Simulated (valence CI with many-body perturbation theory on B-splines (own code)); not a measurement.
**Forbidden lines of Gd²²⁺**

Computed by valence CI with perturbative core correlation (CI+MBPT): six valence electrons over a frozen Dirac-Fock core [Kr], a basis of 7 s, 7 p, 8 d, 6 f, 4 g, 1 h functions for each j, with the one-electron correlation potential Σ1 (screened to all orders), the two-electron term Σ2, the three-electron term Σ3, Breit, model QED; selected single and double excitations, second order for the rest, scaled by the run's own slope (own B-spline code, finite nucleus).

No measured spectrum was set against this ion. As an estimate, terms of the open shell hold to 2 to 4 % of their energy, and close levels can change places. Core correlation moves these levels by up to 9300 cm⁻¹, and in measured spectra 5 to 20 % of such shifts remained as error; rates that hang on mixing are uncertain with them. Among the levels kept, up to 960 cm⁻¹ of a level comes from second order outside the variational space, and about a tenth of that is noise between levels of different J, which matters for small intervals. Only levels of the ground parity were solved; by the run's estimate the other parity begins above the list, which can be wrong where configurations are misplaced.

Lines 1 to 50 of 119 in falling wavelength, among levels below 310220 cm⁻¹, chosen from the decays that carry over 1 % of a level's rate. Wavelengths and rates use the calculated energies, so an error of 2000 cm⁻¹ moves a line at 9136 Å by 18 % and its rate by three times that or more. Electric multipoles are in the length gauge, E1 and E2 with the static RPA response of the core. Weak lines are less certain than strong ones. Lines between different terms over intervals too small for the method are left out, as are lines whose strength nearly cancels. Where a level lies close to another of its J and parity, the split of strength between their lines is uncertain. The highest levels of a list are the least certain.

Levels are named by their leading jj configuration (3d3/2^4 stands for four electrons in 3d with j = 3/2), which in mixed levels can hold well under half, so a name can repeat and another be missing. Letters in brackets count levels of one name in rising energy.

| λ vac (Å) | Upper | Lower | Type | A (s⁻¹) | Branch % |
| --- | --- | --- | --- | --- | --- |
| 10830 | (4d3/2^3 4d5/2^3) J=1 [a] | (4d3/2^4 4d5/2^2) J=0 | M1 | 2.08e+01 | 1.1 |
| 9136 | (4d3/2^3 4d5/2^3) J=1 [b] | (4d3/2^2 4d5/2^4) J=2 [a] | M1 | 2.74e+01 | 1.3 |
| 6225 | (4d3/2^3 4d5/2^3) J=5 | (4d3/2^3 4d5/2^3) J=4 [a] | M1 | 4.35e+01 | 7.4 |
| 6098 | (4d3/2^4 4d5/2^2) J=2 | (4d3/2^4 4d5/2^2) J=4 | E2 | 1.54e-03 | 100.0 |
| 5421 | (4d3/2^2 4d5/2^4) J=3 [b] | (4d3/2^2 4d5/2^4) J=4 [a] | M1 | 6.33e+01 | 1.6 |
| 5304 | (4d3/2^2 4d5/2^4) J=5 | (4d3/2^3 4d5/2^3) J=4 [b] | M1 | 9.56e+01 | 2.9 |
| 4310 | (4d3/2^3 4d5/2^3) J=3 [c] | (4d3/2^2 4d5/2^4) J=2 [a] | M1 | 3.21e+01 | 1.3 |
| 4072 | (4d3/2^3 4d5/2^3) J=4 [b] | (4d3/2^3 4d5/2^3) J=3 [b] | M1 | 7.58e+01 | 8.8 |
| 4041 | (4d3/2^3 4d5/2^3) J=3 [a] | (4d3/2^4 4d5/2^2) J=2 | M1 | 2.44e+02 | 11.9 |
| 3920 | (4d3/2^3 4d5/2^3) J=1 [b] | (4d3/2^3 4d5/2^3) J=2 [a] | M1 | 3.39e+01 | 1.6 |
| 3893 | (4d3/2^4 4d5/2^2) J=0 | (4d3/2^4 4d5/2^2) J=2 | E2 | 4.30e-02 | 100.0 |
| 3541 | (4d3/2^2 4d5/2^4) J=4 [c] | (4d3/2^2 4d5/2^4) J=4 [b] | M1 | 8.33e+01 | 1.2 |
| 3447 | (4d3/2^3 4d5/2^3) J=2 [b] | (4d3/2^3 4d5/2^3) J=3 [b] | M1 | 1.76e+02 | 5.8 |
| 3378 | (4d3/2^2 4d5/2^4) J=3 [b] | (4d3/2^3 4d5/2^3) J=4 [b] | M1 | 2.38e+02 | 6.1 |
| 3337 | (4d3/2^3 4d5/2^3) J=3 [b] | (4d3/2^3 4d5/2^3) J=4 [a] | M1 | 1.91e+02 | 7.8 |
| 3228 | (4d3/2^3 4d5/2^3) J=2 [a] | (4d3/2^3 4d5/2^3) J=1 [a] | M1 | 2.02e+02 | 8.0 |
| 2986 | (4d3/2^2 4d5/2^4) J=3 [a] | (4d3/2^2 4d5/2^4) J=2 [a] | M1 | 7.31e+01 | 1.4 |
| 2863 | (4d3/2^3 4d5/2^3) J=1 [a] | (4d3/2^4 4d5/2^2) J=2 | M1 | 1.83e+03 | 98.9 |
| 2822 | (4d3/2^3 4d5/2^3) J=3 [c] | (4d3/2^3 4d5/2^3) J=3 [b] | M1 | 8.54e+01 | 3.4 |
| 2789 | (4d3/2^2 4d5/2^4) J=1 | (4d3/2^2 4d5/2^4) J=0 [a] | M1 | 4.60e+01 | 1.1 |
| 2740 | (4d3/2^2 4d5/2^4) J=4 [b] | (4d3/2^2 4d5/2^4) J=4 [a] | M1 | 1.93e+02 | 5.0 |
| 2719 | (4d3/2^2 4d5/2^4) J=4 [b] | (4d3/2^3 4d5/2^3) J=3 [c] | M1 | 1.30e+02 | 3.4 |
| 2718 | (4d3/2^2 4d5/2^4) J=2 [b] | (4d3/2^3 4d5/2^3) J=3 [c] | M1 | 5.81e+01 | 1.2 |
| 2648 | (4d3/2^3 4d5/2^3) J=3 [c] | (4d3/2^3 4d5/2^3) J=2 [a] | M1 | 2.89e+02 | 11.7 |
| 2646 | (4d3/2^2 4d5/2^4) J=1 | (4d3/2^3 4d5/2^3) J=2 [b] | M1 | 5.14e+02 | 12.0 |
| 2600 | (4d3/2^3 4d5/2^3) J=4 [b] | (4d3/2^3 4d5/2^3) J=5 | M1 | 3.66e+01 | 4.3 |
| 2462 | (4d3/2 4d5/2^5) J=2 | (4d3/2 4d5/2^5) J=1 | M1 | 3.04e+02 | 2.8 |
| 2450 | (4d3/2^2 4d5/2^4) J=1 | (4d3/2^3 4d5/2^3) J=0 | M1 | 6.44e+02 | 15.0 |
| 2430 | (4d3/2^3 4d5/2^3) J=3 [a] | (4d3/2^4 4d5/2^2) J=4 | M1 | 1.81e+03 | 88.1 |
| 2430 | (4d3/2^3 4d5/2^3) J=2 [a] | (4d3/2^3 4d5/2^3) J=3 [a] | M1 | 1.35e+02 | 5.3 |
| 2385 | (4d3/2^2 4d5/2^4) J=3 [b] | (4d3/2^2 4d5/2^4) J=2 [a] | M1 | 1.12e+02 | 2.9 |
| 2300 | (4d3/2^3 4d5/2^3) J=3 [b] | (4d3/2^3 4d5/2^3) J=3 [a] | M1 | 3.01e+02 | 12.3 |
| 2292 | (4d3/2^2 4d5/2^4) J=1 | (4d3/2^3 4d5/2^3) J=1 [b] | M1 | 8.62e+02 | 20.1 |
| 2196 | (4d3/2^2 4d5/2^4) J=2 [a] | (4d3/2^3 4d5/2^3) J=1 [a] | M1 | 8.27e+02 | 14.3 |
| 2187 | (4d3/2^2 4d5/2^4) J=3 [a] | (4d3/2^3 4d5/2^3) J=3 [b] | M1 | 6.88e+01 | 1.3 |
| 2081 | (4d3/2^2 4d5/2^4) J=3 [a] | (4d3/2^3 4d5/2^3) J=2 [a] | M1 | 5.99e+02 | 11.3 |
| 2039 | (4d3/2^2 4d5/2^4) J=2 [b] | (4d3/2^3 4d5/2^3) J=1 [b] | M1 | 1.33e+02 | 2.7 |
| 2015 | (4d3/2^2 4d5/2^4) J=4 [a] | (4d3/2^3 4d5/2^3) J=5 | M1 | 1.19e+03 | 17.6 |
| 1981 | (4d3/2^2 4d5/2^4) J=2 [c] | (4d3/2^2 4d5/2^4) J=3 [a] | M1 | 6.29e+02 | 8.2 |
| 1846 | (4d3/2^2 4d5/2^4) J=3 [b] | (4d3/2^3 4d5/2^3) J=3 [b] | M1 | 1.65e+03 | 41.9 |
| 1834 | (4d3/2^3 4d5/2^3) J=4 [b] | (4d3/2^3 4d5/2^3) J=4 [a] | M1 | 7.39e+02 | 85.8 |
| 1829 | (4d3/2^3 4d5/2^3) J=4 [a] | (4d3/2^4 4d5/2^2) J=4 | M1 | 2.86e+03 | 99.7 |
| 1827 | (4d3/2^2 4d5/2^4) J=4 [c] | (4d3/2^2 4d5/2^4) J=3 [a] | M1 | 1.10e+02 | 1.6 |
| 1795 | (4d3/2^2 4d5/2^4) J=2 [a] | (4d3/2^3 4d5/2^3) J=3 [a] | M1 | 4.94e+03 | 85.3 |
| 1782 | (4d3/2^2 4d5/2^4) J=5 | (4d3/2^3 4d5/2^3) J=6 | M1 | 1.98e+03 | 60.2 |
| 1770 | (4d3/2^2 4d5/2^4) J=3 [b] | (4d3/2^3 4d5/2^3) J=2 [a] | M1 | 8.77e+02 | 22.3 |
| 1770 | (4d3/2^3 4d5/2^3) J=1 [b] | (4d3/2^3 4d5/2^3) J=1 [a] | M1 | 5.27e+02 | 24.1 |
| 1753 | (4d3/2^2 4d5/2^4) J=4 [c] | (4d3/2^2 4d5/2^4) J=5 | M1 | 6.94e+02 | 10.3 |
| 1745 | (4d3/2^2 4d5/2^4) J=5 | (4d3/2^3 4d5/2^3) J=5 | M1 | 1.04e+03 | 31.8 |
| 1686 | (4d3/2^3 4d5/2^3) J=0 | (4d3/2^3 4d5/2^3) J=1 [a] | M1 | 3.26e+03 | 99.2 |
